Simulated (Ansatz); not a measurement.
The cluster TiSi₅⁻. The state is a doublet with charge -1. Geometry r2SCAN-D4/def2-SVP, that of the neutral singlet; atoms count from 1.

```xyz
6

Ti    1.462   -0.242    1.138
Si   -0.142    1.286   -0.086
Si   -1.110    0.099   -1.942
Si   -0.730    0.329    2.016
Si    1.207   -0.376   -1.233
Si   -0.687   -1.095    0.106
```

The charge -1 doublet is spin-contaminated (final ⟨S²⟩ up to 0.83, 0.75 for a pure state). The structure comes from a short search, and lower isomers may exist.

Question: Estimate the Mulliken populations from the PBE0/def2-TZVPD orbitals of Ansatz.

Answer: 
```tsv
atom	charge (e)	spin (α − β)	d electrons
Ti1	0.08	1.38	2.68
Si2	-0.03	-0.01	–
Si3	-0.32	-0.06	–
Si4	-0.46	-0.17	–
Si5	-0.24	-0.13	–
Si6	-0.03	0.00	–
```
Mulliken values and Mayer orders depend strongly on the basis. With diffuse functions, as here, like atoms can get unlike values, and bond orders can come out too low or too high.

Question: Where does the spin sit?

Answer: Summed by element: Ti 1.38, Si -0.38, of 1 unpaired in all. Largest on single atoms: Ti1 1.38, Si4 -0.17, Si5 -0.13.

Question: And the Mayer bond orders between bonded heavy atoms (over 0.3)?

Answer: Ti1–Si2 0.65 (2.53 Å); Ti1–Si4 1.19 (2.43 Å); Ti1–Si5 1.07 (2.39 Å); Ti1–Si6 0.64 (2.53 Å); Si2–Si3 0.71 (2.41 Å); Si2–Si4 0.61 (2.38 Å); Si2–Si5 0.56 (2.43 Å); Si2–Si6 0.61 (2.45 Å); Si3–Si5 0.66 (2.47 Å); Si3–Si6 0.70 (2.41 Å); Si4–Si6 0.61 (2.38 Å); Si5–Si6 0.56 (2.43 Å). Values over 0.3 also appear between atoms too far apart for a bond (Ti1–Si3 0.34 at 4.03 Å); they arise where an orbital or an unpaired electron spreads over both atoms.
